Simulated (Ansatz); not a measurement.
Geometry optimisation, RKS PBE/def2-SVP in Ansatz 0.2.0.

input.yaml

```yaml
crystal:
  periodic: [false, false, false]
  atoms:
    - { symbol: Ge, position_ang: [-0.536583, -0.107118, -0.459044] }
    - { symbol: F, position_ang: [0.110574, 0.681829, 2.242926] }
    - { symbol: H, position_ang: [0.419568, -1.080846, 0.261642] }
    - { symbol: H, position_ang: [-0.100299, 1.369792, -0.450092] }
    - { symbol: H, position_ang: [-0.737849, -0.582521, -1.926175] }
    - { symbol: S, position_ang: [-2.553009, -0.129329, 0.555215] }
    - { symbol: H, position_ang: [-2.603023, -1.48818, 0.641209] }
    - { symbol: H, position_ang: [-0.790379, 0.463572, 2.357918] }
basis:
  gaussian: { orbitals: def2-SVP }
hamiltonian:
  xc: pbe
relax:
  f_tol: 0.03
  max_steps: 50
```

Command:

```bash
$ ansatz run input.yaml --threads 2 --pin off --max-ram 3072MiB --backend cpu --events-out ev --progress --plain --runs-dir out
```

Question: Where does it end, and by what steps?

Answer: The run converged. After 8 steps the energy has fallen by 0.113 eV; F2 moved furthest, 0.32 Å.

```
step  energy less start (eV)  largest force component (eV/Å)  accepted
   0                  0.0000                           0.540       yes
   1                  0.0173                           2.421        no
   2                 -0.0551                           0.740       yes
   3                 -0.0808                           0.594       yes
   4                 -0.0946                           0.878       yes
   5                 -0.1094                           0.237       yes
   6                 -0.0746                           0.462        no
   7                 -0.1132                           0.040       yes
   8                 -0.1133                           0.004       yes
```

```xyz
8
Properties=species:S:1:pos:R:3
Ge -0.495 -0.112 -0.545
F -0.084 0.601 2.481
H 0.496 -1.081 0.134
H -0.012 1.352 -0.540
H -0.823 -0.582 -1.987
S -2.437 -0.065 0.651
H -2.465 -1.413 0.854
H -0.970 0.426 2.174
```

Whether the end is a true minimum wasn't checked by a vibrational analysis.

Time of the run: 11 s on 2 threads of Arm Neoverse V2, with other jobs on the host, peak memory 0.13 GiB.
